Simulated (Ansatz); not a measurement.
Ansatz (an electronic-structure program) input (BHLYP/def2-TZVPD):

Ansatz 0.2 input:
```yaml
crystal:
  periodic: [false, false, false]
  atoms:
    - {symbol: C, position_ang: [-0.76300776, 1.54427050, -1.12092425]}
    - {symbol: Ge, position_ang: [-0.05609576, -0.07139958, -0.27315456]}
    - {symbol: C, position_ang: [1.64895917, -0.64283474, -1.04456716]}
    - {symbol: C, position_ang: [-1.37081299, -1.51857536, -0.19550964]}
    - {symbol: Cl, position_ang: [0.37300871, 0.47477148, 1.81634101]}
    - {symbol: H, position_ang: [-0.99877760, 1.34288966, -2.16717681]}
    - {symbol: H, position_ang: [-1.66887684, 1.86806873, -0.61019941]}
    - {symbol: H, position_ang: [-0.02582008, 2.34455884, -1.07217126]}
    - {symbol: H, position_ang: [2.04112329, -1.49605731, -0.49274971]}
    - {symbol: H, position_ang: [1.50783967, -0.93004192, -2.08782332]}
    - {symbol: H, position_ang: [2.37182987, 0.17043585, -0.99626741]}
    - {symbol: H, position_ang: [-1.63043431, -1.84014833, -1.20544710]}
    - {symbol: H, position_ang: [-2.27307426, -1.17659665, 0.30972210]}
    - {symbol: H, position_ang: [-0.96072406, -2.36659970, 0.35126796]}
basis:
  gaussian:
    orbitals: def2-TZVPD
hamiltonian:
  xc: {name: BHLYP}
magnetization: {spin_polarized: true, initial_magnetization: 2}
```

End of the output:

```
integrals: 0.35 GiB planned
1934 factors; their error is unknown
0.42 GiB of the device are held for the grids
2.27 GiB of device memory are held for the factors and their scratch space
mean field: 2.67 GiB planned
mean field evaluation 1: about -72279.0471 eV, gradient 5.1e1 eV
mean field evaluation 2: about -72272.2785 eV, gradient 5.9e1 eV
mean field evaluation 4: about -72292.0221 eV, gradient 4.9e0 eV
mean field evaluation 8: about -72292.2472 eV, gradient 5.5e-1 eV
mean field evaluation 16: about -72292.7928 eV, gradient 2.1e-2 eV
mean field evaluation 32: about -72292.7907 eV, gradient 6.1e-1 eV
mean field evaluation 64: about -72292.7929 eV, gradient 2.4e-6 eV
mean field -72292.79333946 eV, -2656.7111534099 hartree, gradient 9.3e-6 eV, S^2 2.009510; 8 other end points of the search recorded, 0 dependent functions left out
reference -72292.79357887 eV, -2656.7111622081 hartree; 39, 37 occupied and 253, 255 virtual orbitals, 1934 factors
Total energy: -72292.79357887 eV, -2656.7111622081 hartree
```

This state (charge 0, triplet) is run at the relaxed geometry of the species with charge 0 and multiplicity 1, and is a spin state other than that species' own.
